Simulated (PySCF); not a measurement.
Correlation energy of Mn⁺ (manganese, charge +1)

[Ar] 3d5 4s1, high-spin 7S determinant. Computed with PySCF 2.14 in dyall-av2z (16s12p7d2f, 101 functions), with the non-relativistic Hamiltonian (point nucleus). Frozen: [Ar]; 6 electrons correlated; the 25 highest virtual orbitals of each spin left out.

```tsv
level	correlation energy (mhartree)
CCSD	-81.66
(T)	-1.06
CCSD(T)	-82.72
```

Diagnostics: T1 = 0.0081, D1 = 0.0157, largest double amplitude 0.017.

Q: Is a single reference adequate?

A: Yes: T1 lies below 0.03 and no double amplitude reaches 0.07.
